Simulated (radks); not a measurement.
Values are calculated unless marked as measured or tabulated.
Task: The mean radii <r> (bohr) of the occupied orbitals of an atom or ion are listed with their occupations. Level of theory: scalar-relativistic Kohn-Sham, Slater X-alpha with alpha = 0.936, spin-unpolarised, spherical densities, point nucleus (a radial shooting solver on a logarithmic mesh with Libxc functionals).

orbital  occ.      <r>
1s          2  0.04691
2s          2   0.2090
2p          6   0.1824
3s          2   0.6186
3p          6   0.6380
3d         10   0.7048
4s          2    1.868

Name the element and its charge.

Result: Z = 32, germanium, charge +2: Ge2+ in [Ar] 3d10 4s2. The 1s radius gives Z: for a bare nucleus <r> = (2 gamma + 1)/(2Z) with gamma = sqrt(1 - (Z/c)^2), 0.04601 bohr for Z = 32, and screening makes it slightly larger (0.04691 here). The occupations add up to 30, and the charge is Z minus that.
